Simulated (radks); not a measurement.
Results of a calculation; reference values are marked as such.
Effect of the nuclear size on neutral calcium, [Ar] 4s2. Level of theory: Dirac Kohn-Sham, PBE, spin-unpolarised, spherical densities, finite nucleus; Fermi nuclear charge, rms radius 3.4776 fm (a radial shooting solver on a logarithmic mesh with Libxc functionals). The rms radius is varied about that value; shifts are against it.

| rms radius (fm) | total energy shift (eV) | density at nucleus (e/bohr^3) | 1s1/2 shift (meV) | 2s1/2 shift (meV) | 2p1/2 shift (meV) |
|---|---|---|---|---|---|
| 2.7995 | -0.0107 | 6200 | -4.49 | -0.353 | 0.058 |
| 3.3142 | -0.00277 | 6173 | -1.17 | -0.092 | 0.015 |
| 3.4776 | 0 | 6165 | 0.000 | 0.000 | 0.000 |
| 3.6654 | 0.00335 | 6157 | 1.41 | 0.111 | -0.018 |
| 3.8497 | 0.00680 | 6149 | 2.86 | 0.225 | -0.037 |

Slopes of the eigenvalues against <r^2> in GHz/fm^2, as finite differences over the two radii next to the reference (eigenvalue slopes, not the field-shift constants of lines): 1s1/2 254, 2s1/2 20.0, 2p1/2 -3.26.
